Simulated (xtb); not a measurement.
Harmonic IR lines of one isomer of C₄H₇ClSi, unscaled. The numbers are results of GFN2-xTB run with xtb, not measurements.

wavenumber (cm⁻¹): 541 (w), 562 (w), 763 (w), 779 (m), 787 (m), 797 (s), 1275 (w), 1584 (m), 2252 (vs), 2267 (m), 3049 (w), 3128 (w)

### Question
Name which structure gives these lines.
(A) `C=C/C(Cl)=C\[SiH3]`
(B) `C=C(Cl)/C=C/[SiH3]`
(C) `C=C/C([SiH3])=C\Cl`
(D) `C=C([SiH3])C(=C)Cl`

### Answer
C, `C=C/C([SiH3])=C\Cl`
